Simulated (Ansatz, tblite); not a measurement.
Cost and result up the ladder for Cr(SH)2 (CrH2S2) (5 atoms). Total charge 0; quintet. Geometry: PBE-D4/def2-TZVP.

```xyz
5

Cr   -0.002    0.002   -0.001
S    -1.119   -1.956    0.026
H    -2.307   -1.419   -0.357
S     1.122    1.957   -0.027
H     2.307    1.416    0.359
```

Ansatz on 4 threads of Arm Neoverse V1 on a shared host; xTB runs through tblite on one thread. Times are rough, summed over both states, and most runs start from the orbitals of an earlier one. No level here is sound enough to serve as a yardstick. The other state is a singlet at its own geometry, which has other bonds, so the gap mixes isomer and spin.

The xTB rows come from tblite. Correlated methods freeze 15 core orbitals; core or outer-core shells of Cr are correlated, in sets that lack core-valence functions.

Run but left out: HF/STO-3G, B2PLYP/def2-TZVP (singlet: restricted singlet, unstable in another Hartree–Fock run and untested here); HF/def2-TZVP, MP2/def2-TZVP (singlet: restricted singlet, unstable towards broken spin symmetry); HF/def2-TZVPP, MP2/def2-TZVPP, CCSD/def2-TZVPP, CCSD(T)/def2-TZVPP (flagged by the program: large difference).

Correlated methods converge slowly with the basis.

xTB has no spin-polarisation term.

```json
{"level": "GFN1-xTB", "functions": "31", "wall time": "0.009 s"}
{"level": "GFN2-xTB", "functions": "29", "wall time": "0.009 s"}
{"level": "LDA (SPW92)/def2-TZVP", "functions": "131", "wall time": "2.3 s"}
{"level": "PBE-D4/def2-TZVP", "functions": "131", "wall time": "3.1 s"}
{"level": "revPBE-D4/def2-TZVP", "functions": "131", "wall time": "3.1 s"}
{"level": "BLYP-D4/def2-TZVP", "functions": "131", "wall time": "3.5 s"}
{"level": "RPA@PBE/def2-TZVP", "functions": "131", "wall time": "4.9 s"}
{"level": "PBE0-D4/def2-TZVP", "functions": "131", "wall time": "5.6 s"}
{"level": "r2SCAN-D4/def2-TZVP (with forces)", "functions": "131", "wall time": "9.1 s"}
{"level": "r2SCAN0-D4/def2-TZVP", "functions": "131", "wall time": "16 s"}
```

(1) Estimate what each level gives for the singlet − quintet (eV).

## Answers

(1) 
```csv
level,singlet − quintet (eV),remarks
GFN1-xTB,-1.72,–
GFN2-xTB,-2.78,–
LDA (SPW92)/def2-TZVP,0.35,"restricted SCF unstable in HF (singlet), spin-contaminated (⟨S²⟩ 6.15) (quintet)"
PBE-D4/def2-TZVP,0.92,spin-contaminated (⟨S²⟩ 6.15) (quintet)
revPBE-D4/def2-TZVP,1.05,"restricted SCF unstable in HF (singlet), spin-contaminated (⟨S²⟩ 6.16) (quintet)"
BLYP-D4/def2-TZVP,0.65,restricted SCF unstable in HF (singlet)
RPA@PBE/def2-TZVP,1.48,spin-contaminated (⟨S²⟩ 6.15) (quintet)
PBE0-D4/def2-TZVP,3.21,"restricted SCF unstable in HF (singlet), spin-contaminated (⟨S²⟩ 6.14) (quintet)"
r2SCAN-D4/def2-TZVP (with forces),1.83,"restricted SCF unstable in HF (singlet), spin-contaminated (⟨S²⟩ 6.18) (quintet)"
r2SCAN0-D4/def2-TZVP,3.86,"restricted SCF unstable in HF (singlet), spin-contaminated (⟨S²⟩ 6.14) (quintet)"
```
